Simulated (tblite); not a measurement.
Compound: C7H5F3.
Structure used (GFN2-xTB), in Å, numbered top down from 1:
```xyz
15
C7H5F3 angstrom
C      2.4159    1.1054   -0.6559
C      1.6101    0.2238   -0.7148
C      0.6175   -0.8357   -0.7441
C     -0.3272   -0.6939    0.4224
C     -0.3599   -1.5778    1.4186
C     -1.1893    0.4812    0.4618
F     -1.8762    0.6641    1.6119
C     -1.3994    1.4063   -0.4796
F     -0.8739    1.4163   -1.6956
F     -2.2081    2.4458   -0.3246
H      3.1297    1.8729   -0.6264
H      0.0758   -0.7917   -1.6923
H      1.1239   -1.8014   -0.6804
H     -1.0222   -1.4640    2.2591
H      0.2788   -2.4433    1.4180
```

Computed values, GFN2-xTB/tblite, gas phase, harmonic and unscaled. This tight-binding method is rough: wavenumbers can miss measured ones by several per cent, in bad cases by 10 to 20. One conformer, not necessarily the lowest.

Harmonic wavenumbers (cm⁻¹): 36.3, 56.6, 110.5, 143.1, 173.7, 256.0, 299.2, 304.6, 353.6, 366.8, 411.8, 463.4, 510.2, 517.9, 610.1, 643.7, 666.2, 702.3, 718.1, 899.8, 925.9, 951.6, 1012.2, 1050.9, 1110.6, 1151.6, 1207.4, 1275.6, 1312.4, 1405.7, 1443.7, 1662.6, 1727.2, 2299.0, 2964.2, 2980.7, 3118.8, 3149.4, 3402.9.

A = 1592, B = 1217, C = 810.4 MHz; mass 146.034 u (most abundant isotopes); point group C1, symmetry number 1.

Question: Zero-point energy?

Answer: Half the sum of the wavenumbers: 21198 cm⁻¹ = 253.58 kJ/mol.

Question: Entropy at 400 K, 1 bar (ideal gas, RRHO, classical rotation)?

Answer: Translation 177.12, rotation 127.95, vibration 171.03: S = 476.1 J/(mol K).

Question: And Cp and H(400 K) − H(0)?

Answer: Cp = 195.25 J/(mol K), of which vibrations give 161.99 (their classical limit is 39 R = 324.3); H(400 K) − H(0) = 48.16 kJ/mol without the zero-point energy, 34.86 from vibrations.

Question: Which modes carry the vibrational entropy at 400 K?

Answer: 36.3 cm⁻¹: 25.25; 56.6 cm⁻¹: 21.56; 110.5 cm⁻¹: 16.04; 143.1 cm⁻¹: 13.93; 173.7 cm⁻¹: 12.36; 256.0 cm⁻¹: 9.29 J/(mol K); the other 33 give 72.60 together.

Question: How do the functions run with temperature in this model?

Answer: 
```json
{"T (K)": "100", "S (J/(mol K))": "297.6", "Cp (J/(mol K))": "78.8", "H − H(0) (kJ/mol)": "5.53", "G − H(0) (kJ/mol)": "-24.24", "ln q(vib)": "2.00"}
{"T (K)": "200", "S (J/(mol K))": "366.5", "Cp (J/(mol K))": "124.4", "H − H(0) (kJ/mol)": "15.73", "G − H(0) (kJ/mol)": "-57.58", "ln q(vib)": "4.71"}
{"T (K)": "300", "S (J/(mol K))": "424.6", "Cp (J/(mol K))": "163.4", "H − H(0) (kJ/mol)": "30.17", "G − H(0) (kJ/mol)": "-97.20", "ln q(vib)": "7.43"}
{"T (K)": "500", "S (J/(mol K))": "522.5", "Cp (J/(mol K))": "220.5", "H − H(0) (kJ/mol)": "69.00", "G − H(0) (kJ/mol)": "-192.24", "ln q(vib)": "12.66"}
{"T (K)": "800", "S (J/(mol K))": "637.9", "Cp (J/(mol K))": "269.4", "H − H(0) (kJ/mol)": "143.25", "G − H(0) (kJ/mol)": "-367.08", "ln q(vib)": "19.72"}
{"T (K)": "1000", "S (J/(mol K))": "700.3", "Cp (J/(mol K))": "289.4", "H − H(0) (kJ/mol)": "199.24", "G − H(0) (kJ/mol)": "-501.06", "ln q(vib)": "23.91"}
```

q(vib) and H(0) count from the zero-point level.

Question: Blend soft modes into free rotors: weight 1/[1 + (100 cm⁻¹/ν̃)⁴] for the oscillator and the rest for a rotor with moment μB/(μ + B), μ = h/(8π²ν), B = 10⁻⁴⁴ kg m². What vibrational entropy results?

Answer: 155.97 J/(mol K) in place of 171.03, which changes −T·S at 400 K by +6.02 kJ/mol.

Hindered rotation and anharmonicity are outside this model. Other conformers, if any are populated, would add a mixing term that is left out. The structure is chiral; the term R ln 2 for an equal mix with its mirror image is left out.

Time: 0.83 s of wall time. Hardware: Arm Neoverse N1, one thread, shared host with 64 logical CPUs at a one-minute load of 59. The figure is for the frequency step alone.
